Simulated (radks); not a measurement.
Q: Ce IV, configuration [Xe] 6s1 (not the ground configuration). Method: scalar-relativistic Kohn-Sham, PBE, spin-polarised, spherical densities, point nucleus; open shells are filled with parallel spins first (spin-orbit coupling, left out, can overturn this in heavy ions); computed with a radial shooting solver on a logarithmic mesh with Libxc functionals. Some entries of the table are withheld. Estimate them.

orbital  occ.  eigenvalue (eV)  <r^2> (bohr^2)  r(max) (bohr)
1s up       1        -40305.92       0.0008207        0.01574
1s down     1        -40305.90       0.0008207        0.01574
2s up       1        -6483.599         0.01306        0.08906
2s down     1        -6483.587         0.01306        0.08906
2p up       3        -5810.059         0.01041        0.07168
2p down     3        -5810.047         0.01041        0.07168
3s up       1        -1425.255         0.08871         0.2547
3s down     1        -1425.238         0.08871         0.2547
3p up       3        -1211.092         0.08874         0.2493
3p down     3        -1211.075         0.08874         0.2493
3d up       5        -906.9304         0.07582         0.2053
3d down     5        -906.9147         0.07582         0.2053
4s up       1        -316.5716          0.4551         0.5922
4s down     1        -316.5389          0.4551         0.5923
4p up       3        -246.3969          0.5127         0.6179
4p down     3        -246.3608          0.5126         0.6179
4d up       5        -145.3147          0.6289         0.6496
4d down     5        -145.2680          0.6287         0.6496
5s up       1         -70.2515           2.405          1.346
5s down     1         -70.1031           2.396          1.346
5p up       3         -51.6147           3.094          1.496
5p down     3         -51.4029           3.066          1.495
6s up       1         -23.3615             (1)          3.055
6s down     0         -22.3656             (2)          3.030

A: 
(1) 6s up <r^2> (bohr^2): 11.73
(2) 6s down <r^2> (bohr^2): 11.38
